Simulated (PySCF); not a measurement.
## Calculated data, BFH

All values are calculated (PySCF 2.14.0). Calculation on a computer-drawn molecule: optimised geometry and harmonic frequencies of an isolated molecule of the commonest isotopes, restricted reference for singlets and unrestricted otherwise, frozen core in MP2.

## BFH

Start structure:
```xyz
3
BFH
B     -1.1999     2.9319    -2.4298
F     -2.0311     2.0586    -2.4151
H     -0.4266     3.8050    -2.4519
```

Settings of this run: charge 1, multiplicity 1, method HF and basis cc-pVDZ.

Drawn bonds:
```csv
atom,other atom,order
1,2,1
1,3,1
```

Q: BFH: total energy?
A: -124.4063 hartree

Q: Estimate the rotational constants of BFH.
A: 36.22, 36.22 GHz

Further results for BFH:

```
convergence status largest gradient component : 1.565e-05 hartree/bohr
```

Optimised structure:
```xyz
3
BFH
B     -1.2105     2.9413    -2.4325
F     -2.0317     2.0476    -2.4137
H     -0.4154     3.8066    -2.4507
```

Modes:
```csv
frequency (cm⁻¹),reduced mass (dalton)
841.9,1.367
841.9,1.367
1648,5.519
2979,1.166
```
